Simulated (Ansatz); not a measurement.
C₂H₃BClFS (`FC1(Cl)CB1S`), relaxed with RKS PBE0-D4/def2-TZVP in Ansatz 0.2.0 from a PBE-D4/def2-SVP geometry. The force threshold is 0.005 eV/Å; the program also tests the step.

The species carries charge 0 and has multiplicity 1.

Start:

```xyz
9

F    -0.886   -1.849    0.090
C     0.061   -0.875    0.204
Cl    1.396   -1.363    1.290
C     0.466   -0.118   -1.056
B    -0.225    0.646    0.110
S    -0.821    2.184    0.711
H     1.533   -0.022   -1.321
H    -0.186   -0.340   -1.924
H    -1.337    1.736    1.896
```

How much energy does the relaxation release, and in how many steps? (Best estimate.)

Ansatz gave: 4.14 kJ/mol, in 9 steps, 1 of them rejected.

Which bonds change most? (Estimate.)

The calculation gave: C2–Cl3 from 1.789 to 1.753 Å; S6–H9 from 1.367 to 1.347 Å; C4–H7 from 1.104 to 1.085 Å; C4–H8 from 1.107 to 1.090 Å.

Give the relaxed structure. (An estimate is asked.)

Computed: 
```xyz
9

F    -0.885   -1.806    0.107
C     0.074   -0.855    0.211
Cl    1.381   -1.372    1.259
C     0.464   -0.117   -1.049
B    -0.213    0.653    0.100
S    -0.838    2.162    0.703
H     1.515   -0.027   -1.303
H    -0.176   -0.344   -1.902
H    -1.322    1.705    1.874
```
